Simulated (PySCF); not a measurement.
Thiophenol, C6H6S, SMILES Sc1ccccc1, PBE0/def2-SVP optimised geometry.

```
13

S     -2.72    -0.08     0.00
C     -0.96     0.00     0.00
C     -0.25    -1.21     0.00
C      1.15    -1.20     0.00
C      1.85     0.00     0.00
C      1.15     1.20     0.00
C     -0.25     1.21     0.00
H     -2.94     1.25     0.00
H     -0.79    -2.16     0.00
H      1.68    -2.16     0.00
H      2.94     0.00     0.00
H      1.68     2.15     0.00
H     -0.78     2.16     0.00
```

Density from PBE0/def2-TZVP (PySCF) at that geometry.

Minimum of the electron density along straight lines between bonded atoms, close to the bond critical point (lines longer than 1.1 times the sum of covalent radii, or with two minima, are not listed):

```csv
bond,length / Å,ρ at the minimum / e bohr⁻³,∇²ρ there / e bohr⁻⁵,position (fraction from the first atom)
S1–C2,1.767,0.199,-0.39,0.52
C2–C3,1.401,0.311,-0.89,0.51
C3–C4,1.392,0.316,-0.92,0.50
C4–C5,1.395,0.315,-0.92,0.50
C5–C6,1.394,0.316,-0.93,0.50
C2–C7,1.400,0.311,-0.89,0.51
C6–C7,1.393,0.315,-0.92,0.50
S1–H8,1.349,0.215,-0.63,0.65
C3–H9,1.093,0.280,-0.98,0.65
C4–H10,1.093,0.280,-0.98,0.65
C5–H11,1.092,0.280,-0.98,0.65
C6–H12,1.093,0.280,-0.98,0.65
C7–H13,1.093,0.279,-0.98,0.65
```
